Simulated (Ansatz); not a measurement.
Energy profile

The step: SiH₃ClO₂ ([OH][SiH]([OH])[Cl]) → SiHClO ([O][SiH][Cl]) + H₂O (still joined by a long Si–O bond); bonds formed: O2–H4; bonds broken: O3–H4; bonds weakened to dative contacts: Si1–O2 (atoms numbered as in the saddle structure below).

Si1  (-0.571, 0.239, 0.376)
O2  (1.101, 0.079, -0.390)
O3  (-1.089, 0.607, -1.040)
H4  (0.416, 0.293, -1.199)
H5  (-0.425, 1.188, 1.491)
Cl6  (-0.913, -1.598, 1.212)
H7  (1.481, -0.807, -0.450)
(Å)

Electronic energies by CCSD(T) at an estimated basis limit (MP2 extrapolated from triple and quadruple zeta, plus CCSD(T) − MP2 in triple zeta), on PBE0-D4/def2-TZVP structures; SiH3ClO2, singlet; no counterpoise correction. Ansatz 0.2.0; basis: def2-TZVPP and def2-QZVPP; cores frozen in the correlated methods. Extrapolation: Hartree–Fock as exp(−7.88 √X), correlation as X^−2.97.

Problem. Give the profile in kJ/mol, counted from the start structure. (To be estimated.)

Solution. By the calculation:
```csv
point,kJ/mol
start structure,0.0
saddle,224.9
end structure,209.1
"separated: SiHClO (linked as [O][SiH][Cl]; Si1, O3, H5, Cl6; singlet) + H2O (O2, H4, H7; singlet)",302.9
```

The T1 diagnostic stays at or below 0.019.

For scale, one of the runs: CCSD(T)/def2-TZVPP, 188 basis functions, launched by `ansatz run in.yaml --threads 2 --pin off --events-out ev --progress --plain --max-ram 4352MiB`. Hardware: 2 CPU threads of an Arm Neoverse V2, shared host. Wall time 64 s; peak host memory 1.9 GiB.
